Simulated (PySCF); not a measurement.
3-fluorobenzoyl chloride, C7H4ClFO.
InChI=1S/C7H4ClFO/c8-7(10)5-2-1-3-6(9)4-5/h1-4H

Computed, not measured: TDDFT PBE0/def2-SVPD, vertical, gas phase, core orbitals frozen in the response (PySCF). Geometry: GFN2-xTB, one conformer, isolated molecule. Torsions of this conformer, `[O:1]=[C:2]([Cl:3])[c:4]1[cH:5][cH:6][cH:7][c:8]([F:9])[cH:10]1`: O1–C2–C4–C5 0°.

Question: Predict the UV-vis stick spectrum at this level.

Answer: 

```json
{"state": "S1", "E (eV)": "4.43", "E (hartree)": "0.1629", "f": "0.0000", "symmetry": "–", "main configurations (H = HOMO, L = LUMO)": "H-2→L (94%)"}
{"state": "S2", "E (eV)": "4.56", "E (hartree)": "0.1677", "f": "0.044", "symmetry": "A′", "main configurations (H = HOMO, L = LUMO)": "H→L (88%)"}
{"state": "S3", "E (eV)": "5.25", "E (hartree)": "0.1930", "f": "0.246", "symmetry": "A′", "main configurations (H = HOMO, L = LUMO)": "H-1→L (84%)"}
{"state": "S4", "E (eV)": "5.63", "E (hartree)": "0.2070", "f": "0.0002", "symmetry": "–", "main configurations (H = HOMO, L = LUMO)": "H-4→L (97%)"}
{"state": "S5", "E (eV)": "6.00", "E (hartree)": "0.2206", "f": "0.011", "symmetry": "A′", "main configurations (H = HOMO, L = LUMO)": "H-3→L (88%)"}
{"state": "S6", "E (eV)": "6.42", "E (hartree)": "0.2358", "f": "0.214", "symmetry": "A′", "main configurations (H = HOMO, L = LUMO)": "H→L+1 (52%), H-1→L+1 (16%), H→L+3 (10%)"}
{"state": "S7", "E (eV)": "6.72", "E (hartree)": "0.2470", "f": "0.0001", "symmetry": "–", "main configurations (H = HOMO, L = LUMO)": "H-2→L+1 (96%)"}
{"state": "S8", "E (eV)": "6.81", "E (hartree)": "0.2501", "f": "0.363", "symmetry": "A′", "main configurations (H = HOMO, L = LUMO)": "H-1→L+1 (55%), H→L+1 (26%), H→L+3 (12%)"}
```

Triplets (Tamm–Dancoff): T1 3.51 eV, H→L (72%), H-1→L (19%); T2 3.86 eV, H-1→L (64%), H→L (24%); T3 4.00 eV, H-2→L (90%).

The lowest singlet comes at 280 nm (428 kJ/mol) in the ultraviolet; it is dark (f under 0.0005); its leading configuration is HOMO-2→LUMO (94%). The strongest level in the table is S8 at 6.81 eV (182 nm, f = 0.363). It is the last of those listed, so stronger ones may follow. Löwdin shares by element: HOMO carbon 55% or more, fluorine 12% (atoms not listed hold the other 34%); LUMO carbon 45% or more, oxygen 18% (atoms not listed hold the other 37%). Weighted by f, the mean energy of these states is 6.15 eV. The listed states span 2.37 eV, and the widest gap between neighbours is 0.69 eV (S2 to S3). Orbital energies (eV): HOMO-3 -9.55, HOMO-2 -8.73, HOMO-1 -8.47, HOMO -7.97, LUMO -2.53, LUMO+1 -0.96, LUMO+2 0.38. Symmetry labels in Cs follow from the direction of the transition dipole and are given only for states with f of 0.002 or more. Singlets were solved by full linear response, triplets in the Tamm–Dancoff approximation.
